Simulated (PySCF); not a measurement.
Isomers of C4H7N3SSi.

All values: PBE0/pcSseg-1 (PySCF) at GFN2-xTB geometries, gas phase, one conformer each.

**Question.** Rank by HOMO energy, highest first.
A. `[CH3:1][S:2][Si@:3]([NH2:4])([C:5]#[N:6])[CH2:7][C:8]#[N:9]` with C1–S2–Si3–N4 74°, S2–Si3–N4–H 164° and -42°, S2–Si3–C7–C8 -167°
B. `[CH3:1][c:2]1[n:3][cH:4][n:5][n:6][c:7]1[S:8][SiH3:9]` with N6–C7–S8–Si9 0°
C. `[CH2:1]=[CH:2][c:3]1[n:4][c:5]([S:6][SiH3:7])[n:8][nH:9]1` with C1–C2–C3–N4 0°, N4–C5–S6–Si7 0°
D. `[CH2:1]=[N:2][SiH2:3][c:4]1[s:5][n:6][cH:7][c:8]1[NH2:9]` with C1–N2–Si3–C4 130°, N2–Si3–C4–S5 -177°
E. `[CH3:1][S:2][c:3]1[cH:4][n:5][c:6]([SiH3:7])[n:8][n:9]1` with C1–S2–C3–C4 180°

**Answer.** D (-6.06 eV), C (-6.55 eV), E (-6.89 eV), B (-7.28 eV), A (-7.63 eV).

**Question.** Rank by dipole moment, highest first.
A. `[CH3:1][S:2][Si@:3]([NH2:4])([C:5]#[N:6])[CH2:7][C:8]#[N:9]` with C1–S2–Si3–N4 74°, S2–Si3–N4–H 164° and -42°, S2–Si3–C7–C8 -167°
B. `[CH3:1][c:2]1[n:3][cH:4][n:5][n:6][c:7]1[S:8][SiH3:9]` with N6–C7–S8–Si9 0°
C. `[CH2:1]=[CH:2][c:3]1[n:4][c:5]([S:6][SiH3:7])[n:8][nH:9]1` with C1–C2–C3–N4 0°, N4–C5–S6–Si7 0°

**Answer.** C (4.84 D), A (4.42 D), B (1.57 D).

**Question.** Rank by HOMO–LUMO gap, highest first.
A. `[CH2:1]=[CH:2][c:3]1[n:4][c:5]([S:6][SiH3:7])[n:8][nH:9]1` with C1–C2–C3–N4 0°, N4–C5–S6–Si7 0°
B. `[CH3:1][S:2][Si@:3]([NH2:4])([C:5]#[N:6])[CH2:7][C:8]#[N:9]` with C1–S2–Si3–N4 74°, S2–Si3–N4–H 164° and -42°, S2–Si3–C7–C8 -167°
C. `[CH2:1]=[N:2][SiH2:3][c:4]1[s:5][n:6][cH:7][c:8]1[NH2:9]` with C1–N2–Si3–C4 130°, N2–Si3–C4–S5 -177°

**Answer.** B (6.66 eV), A (5.01 eV), C (4.83 eV).

All values together:

```
                SMILES  μ (D)  HOMO (eV)  LUMO (eV)  lowest IAO charge (e)  highest IAO charge (e)  lowest Hirshfeld charge (e)  highest Hirshfeld charge (e)
      Cc1ncnnc1S[SiH3]   1.57      -7.28      -2.17             -0.444 (C)             +0.586 (Si)                   -0.142 (N)                   +0.276 (Si)
    CSc1cnc([SiH3])nn1   1.67      -6.89      -2.04             -0.496 (C)             +0.628 (Si)                   -0.139 (N)                   +0.314 (Si)
C=Cc1nc(S[SiH3])n[nH]1   4.84      -6.55      -1.54             -0.369 (N)             +0.573 (Si)                   -0.169 (N)                   +0.274 (Si)
     C=N[SiH2]c1sncc1N   4.28      -6.06      -1.24             -0.536 (C)             +0.893 (Si)                   -0.206 (N)                   +0.352 (Si)
   CS[Si@](N)(C#N)CC#N   4.42      -7.63      -0.97             -0.838 (N)             +1.101 (Si)                   -0.304 (N)                   +0.430 (Si)
```

Conformers: `[CH3:1][c:2]1[n:3][cH:4][n:5][n:6][c:7]1[S:8][SiH3:9]` with N6–C7–S8–Si9 0°; `[CH3:1][S:2][c:3]1[cH:4][n:5][c:6]([SiH3:7])[n:8][n:9]1` with C1–S2–C3–C4 180°; `[CH2:1]=[CH:2][c:3]1[n:4][c:5]([S:6][SiH3:7])[n:8][nH:9]1` with C1–C2–C3–N4 0°, N4–C5–S6–Si7 0°; `[CH2:1]=[N:2][SiH2:3][c:4]1[s:5][n:6][cH:7][c:8]1[NH2:9]` with C1–N2–Si3–C4 130°, N2–Si3–C4–S5 -177°; `[CH3:1][S:2][Si@:3]([NH2:4])([C:5]#[N:6])[CH2:7][C:8]#[N:9]` with C1–S2–Si3–N4 74°, S2–Si3–N4–H 164° and -42°, S2–Si3–C7–C8 -167°.
